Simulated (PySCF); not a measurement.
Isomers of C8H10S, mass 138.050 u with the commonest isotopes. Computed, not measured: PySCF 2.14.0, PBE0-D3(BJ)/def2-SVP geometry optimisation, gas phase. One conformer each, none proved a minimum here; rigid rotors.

Question: Order these by rotational constant B, largest first.
A. `[CH2:1]=[C:2]1[CH:3]=[C:4]([CH3:5])/[C:6]1=[CH:7]/[S:8][CH3:9]` with C6–C7–S8–C9 178°
B. `[CH3:1][CH2:2][c:3]1[cH:4][cH:5][cH:6][cH:7][c:8]1[SH:9]` with C1–C2–C3–C4 95°, C7–C8–S9–H 2°
C. `[CH:1]#[C:2][C@@:3]1([CH:4]2[CH2:5][CH2:6][CH2:7]2)[CH2:8][S:9]1` with C2–C3–C4–C5 -71°, C3–C4–C5–C6 -143°, C4–C5–C6–C7 18°, C5–C6–C7–C4 -18°, C2–C3–C8–S9 106°
D. `[CH3:1][CH2:2][S:3][c:4]1[cH:5][cH:6][cH:7][cH:8][cH:9]1` with C1–C2–S3–C4 -178°, C2–S3–C4–C5 177°

Answer: B (1304 MHz), C (1174 MHz), A (859.5 MHz), D (754.4 MHz).

Question: Order these by rotational constant A, largest first.
A. `[CH2:1]=[C:2]1[CH:3]=[C:4]([CH3:5])/[C:6]1=[CH:7]/[S:8][CH3:9]` with C6–C7–S8–C9 178°
B. `[CH3:1][CH2:2][S:3][c:4]1[cH:5][cH:6][cH:7][cH:8][cH:9]1` with C1–C2–S3–C4 -178°, C2–S3–C4–C5 177°
C. `[CH:1]#[C:2][C@@:3]1([CH:4]2[CH2:5][CH2:6][CH2:7]2)[CH2:8][S:9]1` with C2–C3–C4–C5 -71°, C3–C4–C5–C6 -143°, C4–C5–C6–C7 18°, C5–C6–C7–C4 -18°, C2–C3–C8–S9 106°
D. `[CH3:1][CH2:2][c:3]1[cH:4][cH:5][cH:6][cH:7][c:8]1[SH:9]` with C1–C2–C3–C4 95°, C7–C8–S9–H 2°

Answer: B (4001 MHz), A (2251 MHz), C (1990 MHz), D (1851 MHz).

Question: Order these by out-of-plane moment Σ m c² = (Ia + Ib − Ic)/2, largest first.
A. `[CH:1]#[C:2][C@@:3]1([CH:4]2[CH2:5][CH2:6][CH2:7]2)[CH2:8][S:9]1` with C2–C3–C4–C5 -71°, C3–C4–C5–C6 -143°, C4–C5–C6–C7 18°, C5–C6–C7–C4 -18°, C2–C3–C8–S9 106°
B. `[CH2:1]=[C:2]1[CH:3]=[C:4]([CH3:5])/[C:6]1=[CH:7]/[S:8][CH3:9]` with C6–C7–S8–C9 178°
C. `[CH3:1][CH2:2][c:3]1[cH:4][cH:5][cH:6][cH:7][c:8]1[SH:9]` with C1–C2–C3–C4 95°, C7–C8–S9–H 2°

Answer: A (61.07 u·Å²), C (20.93 u·Å²), B (3.27 u·Å²).

| SMILES | point group | Ia (u·Å²) | Ib (u·Å²) | Ic (u·Å²) | κ | μa (D) | μb (D) | μc (D) |
| --- | --- | --- | --- | --- | --- | --- | --- | --- |
| C#C[C@@]1(C2CCC2)CS1 | C1 | 253.93 | 430.36 | 562.14 | -0.50 | 0.48 | 0.63 | 1.43 |
| C=C1C=C(C)/C1=C/SC | near Cs | 224.55 | 587.99 | 806.01 | -0.71 | 0.22 | 2.39 | 0.05 |
| CCc1ccccc1S | C1 | 273.01 | 387.51 | 618.66 | -0.06 | 0.63 | 0.23 | 0.17 |
| CCSc1ccccc1 | near Cs | 126.32 | 669.90 | 789.62 | -0.93 | 0.55 | 1.32 | 0.05 |
| CSc1ccc(C)cc1 | – | 124.29 | 665.18 | 783.03 | -0.93 | 0.28 | 1.30 | 0.04 |
